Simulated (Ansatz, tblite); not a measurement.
Removing an electron: ZrBrCl3. The state is a singlet with charge 0. Geometry: PBE0-D4/def2-SVP. Ansatz, gas phase; energy differences of separate SCF runs; the oxidised species was run as a doublet alone.

```xyz
5

Zr   -0.030    0.013    0.000
Br    2.221   -1.006    0.030
Cl    0.112    2.211    0.732
Cl   -1.436   -1.185    1.403
Cl   -0.866   -0.032   -2.164
```

In the def2 sets Zr takes a core potential; there is no spin–orbit coupling. The xTB rows come from tblite. Correlated methods freeze 24 core orbitals; core or outer-core shells of Zr, Br are correlated, in sets that lack core-valence functions. The rows differ in basis, and correlated rows in double-zeta sets carry the largest basis error. In CCSD on the charge 1 doublet the largest single amplitude is 0.19, so its Hartree–Fock determinant may place the open shell otherwise than the density functionals do. HOMO above LUMO, or a gap near zero within one spin, warns that the state may not be the lowest or that an electron is smeared out.

```json
{"level": "GFN1-xTB", "−HOMO (eV)": "12.91", "vertical IE (eV)": "15.51", "−LUMO (eV)": "10.29", "HOMO–LUMO gap (eV)": "2.62", "remarks": "–"}
{"level": "GFN2-xTB", "−HOMO (eV)": "12.55", "vertical IE (eV)": "14.77", "−LUMO (eV)": "9.71", "HOMO–LUMO gap (eV)": "2.83", "remarks": "–"}
{"level": "HF/def2-SVP", "−HOMO (eV)": "–", "vertical IE (eV)": "10.87", "−LUMO (eV)": "–", "HOMO–LUMO gap (eV)": "–", "remarks": "–"}
{"level": "r2SCAN-D4/def2-TZVP", "−HOMO (eV)": "8.33", "vertical IE (eV)": "10.92", "−LUMO (eV)": "3.42", "HOMO–LUMO gap (eV)": "4.91", "remarks": "gap within one spin near zero (+1 doublet)"}
{"level": "PBE0-D4/def2-TZVP", "−HOMO (eV)": "9.25", "vertical IE (eV)": "11.15", "−LUMO (eV)": "2.77", "HOMO–LUMO gap (eV)": "6.48", "remarks": "–"}
{"level": "MP2/def2-SVP", "−HOMO (eV)": "–", "vertical IE (eV)": "11.38", "−LUMO (eV)": "–", "HOMO–LUMO gap (eV)": "–", "remarks": "–"}
{"level": "CCSD/def2-SVP", "−HOMO (eV)": "–", "vertical IE (eV)": "11.23", "−LUMO (eV)": "–", "HOMO–LUMO gap (eV)": "–", "remarks": "–"}
{"level": "CCSD(T)/def2-SVP", "−HOMO (eV)": "–", "vertical IE (eV)": "11.13", "−LUMO (eV)": "–", "HOMO–LUMO gap (eV)": "–", "remarks": "–"}
```

Relaxing the oxidised species (PBE0-D4/def2-SVP) changes its energy by -0.41 eV at PBE0-D4/def2-TZVP, so the adiabatic ionisation energy to this nearest minimum is 10.74 eV.  Run but left out: PBE-D4/def2-TZVP (charge +1 doublet: an occupied level 0.02 eV above an empty one).  Raw xTB energy differences between charge states are shifted by several eV; the methods need an empirical correction for them.
